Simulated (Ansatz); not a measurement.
Start from `N[CH2][GeH2][OH]` and change one atom or group to get `N[CH2][GeH2][NH2]`.

Ansatz, PBE0-D4/def2-TZVP geometries, multiplicity 1. Each molecule was computed in one conformer, which needn't be the lowest.

Scalar relativity is left out up to krypton.

| property | `N[CH2][GeH2][OH]` |
| --- | --- |
| HOMO–LUMO gap (ωB97M-V/def2-TZVPP) / eV | 11.29 |
| HOMO–LUMO gap (PBE/def2-TZVPP) / eV | 4.97 |
| LUMO energy (PBE/def2-TZVPP) / eV | -0.53 |
| size of the dipole moment (ωB97M-V/def2-TZVPP) / D | 0.71 |
| LUMO energy (ωB97M-V/def2-TZVPP) / eV | 1.95 |
| LUMO energy (B3LYP/def2-TZVPP) / eV | 0.03 |

Give the same properties after the change, and the shifts. (Best estimate.)

Ansatz gave: 
```tsv
property	`N[CH2][GeH2][NH2]`	shift
HOMO–LUMO gap (ωB97M-V/def2-TZVPP) / eV	11.09	-0.20
HOMO–LUMO gap (PBE/def2-TZVPP) / eV	5.01	0.04
LUMO energy (PBE/def2-TZVPP) / eV	-0.24	0.29
size of the dipole moment (ωB97M-V/def2-TZVPP) / D	2.43	1.72
LUMO energy (ωB97M-V/def2-TZVPP) / eV	2.11	0.16
LUMO energy (B3LYP/def2-TZVPP) / eV	0.27	0.24
```

With PBE0 the HOMO rises by 0.31 eV and the LUMO rises by 0.25 eV, so the gap narrows by about 0.06 eV. PBE moves the HOMO by 0.25 eV and ωB97M-V by 0.36 eV. Dipoles are sizes alone; their direction can turn.

B3LYP here is the variant with VWN-RPA as its local correlation; programs differ in this.
